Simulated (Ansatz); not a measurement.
```xyz
14

B    -1.561   -0.233   -0.113
C    -0.012   -0.084   -0.017
C     0.860   -1.316   -0.040
C     0.683    1.157   -0.512
S    -0.708    0.131    1.722
H    -2.222    0.710   -0.443
H    -2.037   -1.332   -0.082
H     1.818   -1.158    0.464
H     0.360   -2.175    0.413
H     1.065   -1.572   -1.084
H     0.032    2.032   -0.464
H     0.947    1.005   -1.564
H     1.607    1.367    0.034
H    -0.833    1.467    1.684
```

The species carries charge 0 and has multiplicity 1. The bonds changed during the relaxation, so this is another structure than the one it started from.

**Question.** List the ωB97M-V/def2-TZVPP orbital energies in eV (the Gaussian-basis code of Ansatz). (An estimate is asked.)

**Answer.** The calculation gave: Occupied: -2427.72, -282.42, -281.51, -281.43, -221.67, -186.84, -164.79, -164.70, -164.61, -26.24, -23.31, -22.36, -19.01, -16.43, -15.55, -14.99, -14.28, -13.72, -13.15, -12.58, -12.27, -11.05, -10.46, -9.89. Lowest empty: 1.81, 2.28, 2.54, 3.14, 3.70, 3.88, 4.14, 4.38.
